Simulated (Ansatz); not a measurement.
Cost and result for the atomization energy of AsH6NSi, SMILES `[SiH3]N[AsH2]` (9 atoms, 8 bonds).

Z-matrix (Å, degrees):
```
Si
N 1 1.720
H 1 1.487 2 108.3
H 1 1.491 2 112.7 3 120.6
H 1 1.487 2 109.5 3 -120.2
As 2 1.845 1 125.8 3 177.4
H 2 1.006 1 119.8 3 -18.8
H 6 1.528 2 96.8 1 -52.1
H 6 1.533 2 98.4 1 39.9
```

Charge 0, multiplicity 1. Correlated methods include outer-core shells of As, which these sets cover unevenly. Scalar relativity is left out up to krypton. Geometry: relaxed with PBE0-D4/def2-TZVP. Program: Ansatz. All runs use 2 threads of an Arm Neoverse V1 on a shared host. Times are those of one run each, without the atoms' runs, and a repeat can differ threefold. Electronic energies, without spin–orbit coupling; frozen cores. CCSD(T)/CBS adds CCSD(T) − MP2 in def2-TZVPP to the MP2 limit, and its time is that of the two runs behind it. T1 = 0.011. With those shells the extrapolation isn't a true limit. B3LYP takes the VWN-RPA correlation (the form of Gaussian; ORCA's B3LYP/G).

CCSD(T)/CBS is a level of theory with its own doubt, some kJ/mol a heavy atom from the limit and from the frozen cores, so smaller differences don't rank the functionals.

```
                             level  functions  wall time  atomization (kJ/mol)  difference from CCSD(T)/CBS  per bond
              revPBE-D4/def2-TZVPP        205      2.7 s                2537.0                        -51.4      -6.4
   PBE-D4/def2-TZVPP (with forces)        205      3.3 s                2586.0                         -2.4      -0.3
               BHLYP-D4/def2-TZVPP        205      4.2 s                2544.6                        -43.8      -5.5
           CAM-B3LYP-D4/def2-TZVPP        205      4.7 s                2612.6                         24.2       3.0
                  CCSD(T)/def2-SVP         94      4.7 s                2356.0                       -232.4     -29.0
 B3LYP-D4/def2-TZVPP (with forces)        205      6.5 s                2607.4                         19.0       2.4
r2SCAN-D4/def2-TZVPP (with forces)        205        7 s                2568.2                        -20.2      -2.5
             r2SCANh-D4/def2-TZVPP        205      7.5 s                2553.4                        -35.0      -4.4
                ωB97X-V/def2-TZVPP        205       12 s                2623.5                         35.1       4.4
  ωB97M-V/def2-TZVPP (with forces)        205       17 s                2593.8                          5.4       0.7
                    MP2/def2-QZVPP        396       29 s                2533.1                        -55.3      -6.9
                CCSD(T)/def2-TZVPP        205      110 s                2509.2                        -79.2      -9.9
                 CCSD(T)/CBS(def2)          –    2.4 min                2588.4                          0.0       0.0
```

The D4 term adds +30.3 kJ/mol with B3LYP and +15.7 kJ/mol with PBE0; it sums over pairs of atoms, weighted by their polarisabilities, and B3LYP, whose exchange is more repulsive, gets the larger term. From r2SCAN to r2SCAN0 (25 % exact exchange), in def2-TZVPP and without D4, the atomization energy moves by −36.2 kJ/mol: exact exchange takes away binding that semilocal exchange gives to molecules. At CCSD(T), def2-SVP lies −232.4 kJ/mol from the extrapolated value and def2-TZVPP −79.2 kJ/mol: correlation converges slowly with the basis, and small sets miss more of it in the bonded molecule than in its fragments.
